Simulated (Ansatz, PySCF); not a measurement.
Dimer: HCl (SMILES Cl) (first 2 atoms) with ClH3Si (SMILES [SiH3]Cl); geometry from B3LYP-D3(BJ)/def2-TZVP, rigid monomers moved along the line of their centres of mass till H2···Cl4 is 2.22 Å.
(charge 0, multiplicity 1):
```xyz
7

Cl    -0.314    -0.418     0.969
H      0.590    -0.101     1.832
Si    -0.584     0.303     4.560
Cl     1.367     0.439     3.844
H     -1.056    -1.073     4.327
H     -1.404     1.283     3.827
H     -0.543     0.615     6.000
```

Monomers are frozen at their geometry in the pair; levels with a basis set take the counterpoise correction.

Correlated levels freeze the cores. CBS(a, b) extrapolates the correlation energy as X⁻³ and adds the Hartree–Fock energy of set b.

Codes used: Ansatz (Gaussian orbitals); PySCF for the dispersion terms. Each number belongs to the level named beside it.

The comparison value is -75.7 meV (MP2/CBS(aug-cc-pV(D+d)Z, aug-cc-pV(T+d)Z) + ΔCCSD(T)/aug-cc-pV(D+d)Z). It is a level with limits of its own, not the exact answer.

Task: Order these levels by how close they come to the comparison value for the interaction energy, closest first: CCSD(T)/aug-cc-pV(D+d)Z, PBE-D3(BJ)/def2-TZVPPD, B3LYP-D4/def2-TZVPPD. Give each level's value less the comparison value.

Result: B3LYP-D4/def2-TZVPPD (-13.9 meV), PBE-D3(BJ)/def2-TZVPPD (-46.5 meV), CCSD(T)/aug-cc-pV(D+d)Z (61.5 meV)

Ansatz is a program for electronic structure.
